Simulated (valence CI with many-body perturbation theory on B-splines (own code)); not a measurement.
**E1 transitions of Br IV**

Computed by valence CI with perturbative core correlation (CI+MBPT): four valence electrons over a frozen Dirac-Fock core [Ar] 3d10, radial functions for each j: 11 s, 11 p, 10 d, 8 f, 5 g, 2 h, with the one-electron correlation potential Σ1 (screened to all orders), the two-electron term Σ2, the three-electron term Σ3, Breit, model QED; selected single and double excitations, second order for the rest, scaled by the run's own slope (own B-spline code, finite nucleus).

No measured levels were compared; by estimate levels hold to about 250 cm⁻¹ or 0.2 % of their energy and the worst to 1 %, as in measured heavy ions of charge 2 to 7; those with d or f electrons hold less well. Among the levels kept, up to 1600 cm⁻¹ of a level comes from second order outside the variational space, and about a tenth of that is noise between levels of different J, which matters for small intervals.

Lines 201 to 250 of 552 in falling wavelength, among levels below 320512 cm⁻¹, chosen from the strongest by gf and those to the six lowest levels. Wavelengths and rates use the calculated energies, so an error of 300 cm⁻¹ moves a line at 252.9 nm by 0.76 % and its rate by three times that or more. Electric multipoles are in the length gauge, E1 and E2 with the static RPA response of the core. Weak lines are less certain than strong ones. Lines between different terms over intervals too small for the method are left out, as are lines whose strength nearly cancels. Where a level lies close to another of its J and parity, the split of strength between their lines is uncertain. The highest levels of a list are the least certain.

Names give the largest LS component (configuration and term), which can be under half, so a name can repeat, a term be missing and a line seem to break the LS rules; names also repeat where a configuration has a term twice. Letters in brackets count levels of one name in rising energy.

```
λ vac (nm)              Upper              Lower   A (s⁻¹)  S (a.u.) with core polarisation  S without
     252.9       4s²4p5p ³P_0  4s²4p4d ³P°_1 [a]  3.89e+08                         3.11e+00   3.10e+00
     252.8       4s²4p5f ³G_3      4s²4p5d ¹D°_2  4.01e+08                         2.24e+01   2.24e+01
     250.8  4s²4p5g ³F°_4 [a]       4s²4p4f ³D_3  6.67e+07                         4.68e+00   4.68e+00
     250.3       4s²4p5p ³P_2      4s²4p4d ³D°_3  1.33e+08                         5.16e+00   5.12e+00
     250.1       4s²4p5p ³P_2      4s²4p4d ³D°_2  9.34e+07                         3.61e+00   3.59e+00
     243.8       4s²4p5f ³G_4      4s²4p5d ³D°_3  1.02e+08                         6.55e+00   6.56e+00
     242.8       4s²4p5f ¹F_3      4s²4p5d ³F°_2  4.64e+08                         2.29e+01   2.30e+01
     240.5       4s²4p5p ³S_1  4s²4p4d ³P°_1 [b]  1.27e+08                         2.63e+00   2.63e+00
     235.8       4s²4p5f ³G_5      4s²4p5d ³F°_4  6.93e+08                         4.93e+01   4.95e+01
     235.6  4s²4p5g ³G°_3 [b]       4s²4p4f ¹D_2  1.44e+08                         6.50e+00   6.51e+00
     233.2      4s²4p5g ³H°_5   4s²4p4f ³F_4 [b]  4.08e+07                         2.81e+00   2.81e+00
     233.0      4s²4p6d ¹F°_3       4s²4p4f ¹D_2  1.15e+08                         5.04e+00   5.04e+00
     232.1       4s²4p5f ¹G_4      4s²4p5d ³F°_3  1.71e+08                         9.49e+00   9.52e+00
     231.4      4s²4p5g ³F°_3       4s²4p4f ¹D_2  6.30e+08                         2.70e+01   2.70e+01
     229.8      4s²4p5d ¹P°_1       4s²4p5p ¹S_0  5.86e+08                         1.05e+01   1.06e+01
     228.2       4s²4p5f ³D_3      4s²4p5d ³F°_2  8.92e+07                         3.66e+00   3.67e+00
     227.8      4s²4p5g ³G°_5       4s²4p4f ¹G_4  2.07e+08                         1.33e+01   1.33e+01
     227.0       4s²4p5f ³G_3      4s²4p5d ³D°_2  1.01e+08                         4.08e+00   4.10e+00
     224.7      4s²4p5d ¹D°_2       4s²4p5p ¹D_2  1.07e+08                         2.98e+00   2.98e+00
     223.8      4s²4p5g ¹H°_5       4s²4p4f ¹G_4  7.24e+08                         4.40e+01   4.41e+01
     223.5      4s²4p5g ³F°_2       4s²4p4f ³D_1  8.02e+08                         2.21e+01   2.21e+01
     222.1      4s4p²5p ⁵P°_3       4s²4p4f ³D_2  1.04e+08                         3.92e+00   3.93e+00
     221.6  4s²4p5g ³G°_3 [b]       4s²4p4f ³D_2  5.36e+08                         2.02e+01   2.02e+01
     219.2      4s²4p5g ³H°_5   4s4p²4d ³F_4 [a]  1.81e+08                         1.03e+01   1.04e+01
     218.4       4s²4p5f ³G_3      4s²4p5d ³F°_2  6.73e+07                         2.42e+00   2.43e+00
     218.1      4s²4p5g ³F°_2       4s²4p4f ³D_2  1.98e+08                         5.07e+00   5.08e+00
     217.9  4s²4p5g ³F°_4 [b]       4s²4p4f ³D_3  8.09e+08                         3.71e+01   3.72e+01
     217.8      4s²4p5g ³F°_3       4s²4p4f ³D_2  1.17e+08                         4.16e+00   4.17e+00
     216.3  4s²4p5g ³G°_3 [a]       4s²4p4f ³F_2  7.57e+08                         2.65e+01   2.65e+01
     215.4       4s²4p5f ³G_4      4s²4p5d ³F°_3  1.15e+08                         5.10e+00   5.11e+00
     215.1  4s²4p5g ³F°_4 [a]   4s4p²4d ³F_3 [b]  4.82e+08                         2.13e+01   2.13e+01
     214.9      4s²4p5g ³H°_4   4s4p²4d ³F_3 [b]  1.05e+08                         4.61e+00   4.62e+00
     214.2      4s²4p5g ³F°_3       4s²4p4f ³D_3  1.02e+08                         3.45e+00   3.45e+00
     211.9      4s4p²5p ⁵P°_2       4s4p²4d ⁵P_3  1.45e+08                         3.41e+00   3.37e+00
     207.0      4s²4p5d ³F°_2       4s²4p5p ³D_2  1.38e+08                         3.01e+00   3.03e+00
     206.4   4s4p²4d ³F_4 [c]      4s²4p5d ³D°_3  1.06e+08                         4.15e+00   4.17e+00
     206.4      4s²4p5g ³H°_5   4s²4p4f ³F_4 [a]  7.81e+08                         3.73e+01   3.73e+01
     206.2      4s²4p5g ¹G°_4   4s²4p4f ³F_4 [b]  6.10e+07                         2.37e+00   2.37e+00
     206.2      4s²4p5g ³G°_5   4s²4p4f ³F_4 [b]  7.14e+08                         3.40e+01   3.40e+01
     205.8      4s4p²5p ⁵S°_2       4s4p²4d ⁵P_1  1.30e+08                         2.79e+00   2.76e+00
     205.2      4s²4p5d ³F°_2       4s²4p5p ³D_1  1.06e+08                         2.26e+00   2.27e+00
     205.0      4s²4p5d ³P°_2       4s²4p5p ³S_1  3.39e+08                         7.20e+00   7.25e+00
     204.7  4s²4p5g ³F°_4 [b]   4s²4p4f ³F_4 [b]  1.04e+08                         3.96e+00   3.96e+00
     204.0  4s²4p5g ³F°_4 [a]       4s²4p4f ¹F_3  3.71e+08                         1.40e+01   1.40e+01
     203.8      4s²4p5g ³H°_4       4s²4p4f ¹F_3  5.10e+08                         1.92e+01   1.92e+01
     203.2      4s²4p5g ³G°_5       4s²4p4f ³G_5  7.84e+07                         3.57e+00   3.57e+00
     203.2      4s4p²5p ⁵S°_2       4s4p²4d ⁵P_2  1.57e+08                         3.25e+00   3.22e+00
     203.1      4s²4p5g ¹G°_4       4s²4p4f ³F_3  9.22e+08                         3.43e+01   3.43e+01
     203.0      4s²4p5d ³P°_1       4s²4p5p ³S_1  6.40e+08                         7.93e+00   7.97e+00
     202.9      4s²4p5g ¹H°_5   4s²4p4f ³F_4 [b]  1.35e+08                         6.11e+00   6.12e+00
```
